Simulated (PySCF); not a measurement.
C3H12Si3, SMILES [SiH3]C[C@@H]1[SiH2][SiH2]C1.

Geometry optimised at PBE-D3(BJ)/def2-SVP. The structure was generated by enumeration; whether it is a known compound was not checked. The values are those of a single conformer.

The numbers are results of PBE0/def2-TZVP run with PySCF, not measurements.

The molecule is in vacuum.

```json
{
 "total_energy": "-989.53813 hartree",
 "highest_occupied_level": "-7.23 eV",
 "lowest_empty_level": "-0.09 eV",
 "orbital_gap": "7.14 eV",
 "dipole_moment": "0.066 e·Å",
 "quadrupole, principal values (traceless, Buckingham form, about the centre of nuclear charge)": "-4.97, 1.87, 3.10 D·Å"
}
```
